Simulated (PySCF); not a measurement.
Record of a relaxation.

Species: C3HCl2NO.
Atom-mapped SMILES: `[Cl:1][c:2]1[cH:3][n:4][c:5]([Cl:6])[o:7]1` (hydrogens: H8 on C3)

Computed by this run: PBE0-D3(BJ)/def2-SVP geometry optimisation, gas phase (PySCF); density fitting, grid level 1; the optimiser is geomeTRIC in internal coordinates, started from a GFN2-xTB structure with every atom displaced at random (about 0.01 Å). The frame can shift and turn from step to step; on so coarse a grid that alone can change the energy by a few meV, and forces under 0.02 eV/Å are noise.

Step 0: E = -31680.1896 eV, largest atomic force 2.811 eV/Å
```
atom  x, y, z in Å  |  force x, y, z in eV/Å
Cl1    -2.197   -1.529    0.369   -0.126  -0.153   0.006
C2     -0.855   -0.518    0.365    0.354   0.360  -0.008
C3     -0.694    0.831    0.258    2.562  -1.121   0.290
N4      0.699    1.098    0.323   -1.518  -0.221  -0.155
C5      1.227   -0.064    0.446   -0.103   0.589   0.057
Cl6     2.869   -0.361    0.581    0.552  -0.377   0.053
O7      0.383   -1.098    0.490   -0.553  -0.020  -0.089
H8     -1.377    1.622    0.152   -1.168   0.942  -0.154
```

Step 1: E = -31680.2652 eV, largest atomic force 0.414 eV/Å
```
atom  x, y, z in Å  |  force x, y, z in eV/Å
Cl1    -2.223   -1.388    0.878    0.043   0.099   0.034
C2     -0.851   -0.449    0.576    0.063  -0.028  -0.067
C3     -0.633    0.868    0.314   -0.208   0.204  -0.294
N4      0.714    1.054    0.071   -0.004  -0.162   0.275
C5      1.228   -0.115    0.229   -0.038  -0.085  -0.006
Cl6     2.857   -0.577    0.155   -0.142   0.068  -0.066
O7      0.344   -1.091    0.525    0.136   0.075   0.055
H8     -1.362    1.679    0.237    0.150  -0.172   0.070
```

Step 2: E = -31680.2667 eV, largest atomic force 0.337 eV/Å
```
atom  x, y, z in Å  |  force x, y, z in eV/Å
Cl1    -2.230   -1.363    0.881    0.006  -0.055   0.008
C2     -0.844   -0.454    0.564   -0.230  -0.032  -0.085
C3     -0.638    0.862    0.289    0.173  -0.080   0.243
N4      0.718    1.053    0.127    0.002  -0.014  -0.337
C5      1.228   -0.121    0.249    0.131   0.102   0.212
Cl6     2.854   -0.566    0.119   -0.016  -0.015   0.027
O7      0.351   -1.099    0.538   -0.078   0.116  -0.096
H8     -1.364    1.668    0.219    0.011  -0.022   0.026
```

Step 3: E = -31680.2750 eV, largest atomic force 0.046 eV/Å
```
atom  x, y, z in Å  |  force x, y, z in eV/Å
Cl1    -2.228   -1.373    0.883    0.007   0.006   0.000
C2     -0.851   -0.453    0.558    0.000  -0.015   0.003
C3     -0.635    0.863    0.293    0.002   0.030  -0.003
N4      0.718    1.052    0.098   -0.027   0.020   0.014
C5      1.229   -0.117    0.251    0.013  -0.041  -0.017
Cl6     2.853   -0.570    0.135   -0.002  -0.008   0.011
O7      0.346   -1.093    0.534    0.026  -0.008  -0.002
H8     -1.358    1.671    0.234   -0.020   0.015  -0.008
```

Step 4: E = -31680.2751 eV, largest atomic force 0.037 eV/Å
```
atom  x, y, z in Å  |  force x, y, z in eV/Å
Cl1    -2.227   -1.372    0.883    0.000  -0.002   0.001
C2     -0.850   -0.453    0.557   -0.013  -0.009  -0.002
C3     -0.636    0.864    0.293    0.033  -0.018  -0.003
N4      0.717    1.052    0.098    0.017   0.017   0.004
C5      1.230   -0.117    0.249   -0.021  -0.001  -0.001
Cl6     2.853   -0.572    0.140   -0.003   0.011  -0.003
O7      0.347   -1.093    0.531   -0.013   0.005   0.007
H8     -1.360    1.672    0.233    0.002  -0.003  -0.002
```

Step 5: E = -31680.2751 eV, largest atomic force under 0.02 eV/Å
```
atom  x, y, z in Å  |  force x, y, z in eV/Å
Cl1    -2.228   -1.372    0.882   -0.001   0.003  -0.002
C2     -0.851   -0.453    0.557   -0.002   0.003  -0.005
C3     -0.634    0.864    0.293   -0.006   0.004   0.004
N4      0.718    1.052    0.100   -0.005  -0.009  -0.004
C5      1.229   -0.118    0.250    0.006  -0.003   0.010
Cl6     2.853   -0.571    0.141    0.000  -0.001   0.000
O7      0.346   -1.094    0.531    0.006   0.007  -0.003
H8     -1.359    1.672    0.232    0.003  -0.004   0.000
```

Question: Summarise the path.

Answer: The energy falls by 0.0855 eV from step 0 to step 5; nine tenths of that is first reached at step 2. It falls at every step. The largest force goes from 2.811 to under 0.02 eV/Å. Among the bonds C3–N4 changes most, from 1.419 to 1.379 Å; the atoms move by 0.029 Å rms after alignment.

Question: Follow the three bonds and two angles with the largest change from start to end.

Answer: 
```json
{"step": "0", "E above end (eV)": "0.0855", "largest force (eV/Å)": "2.811", "C3–N4 (Å)": "1.419", "C3–H8 (Å)": "1.050", "C5–Cl6 (Å)": "1.673", "C2–C3–H8 (°)": "132.6", "N4–C5–Cl6 (°)": "124.9"}
{"step": "1", "E above end (eV)": "0.0099", "largest force (eV/Å)": "0.414", "C3–N4 (Å)": "1.381", "C3–H8 (Å)": "1.094", "C5–Cl6 (Å)": "1.695", "C2–C3–H8 (°)": "128.7", "N4–C5–Cl6 (°)": "128.7"}
{"step": "2", "E above end (eV)": "0.0084", "largest force (eV/Å)": "0.337", "C3–N4 (Å)": "1.379", "C3–H8 (Å)": "1.088", "C5–Cl6 (Å)": "1.691", "C2–C3–H8 (°)": "129.0", "N4–C5–Cl6 (°)": "127.9"}
{"step": "3", "E above end (eV)": "0.0001", "largest force (eV/Å)": "0.046", "C3–N4 (Å)": "1.379", "C3–H8 (Å)": "1.087", "C5–Cl6 (Å)": "1.690", "C2–C3–H8 (°)": "128.7", "N4–C5–Cl6 (°)": "128.2"}
{"step": "4", "E above end (eV)": "0.0001", "largest force (eV/Å)": "0.037", "C3–N4 (Å)": "1.379", "C3–H8 (Å)": "1.087", "C5–Cl6 (Å)": "1.690", "C2–C3–H8 (°)": "128.7", "N4–C5–Cl6 (°)": "128.4"}
{"step": "5", "E above end (eV)": "0.0000", "largest force (eV/Å)": "under 0.02", "C3–N4 (Å)": "1.379", "C3–H8 (Å)": "1.087", "C5–Cl6 (Å)": "1.690", "C2–C3–H8 (°)": "128.7", "N4–C5–Cl6 (°)": "128.2"}
```

What follows is the cost of the whole optimisation. On one thread, Intel Xeon 6975P-C (x86_64), shared host, this took 18 s and 0.46 GiB of memory at its peak.
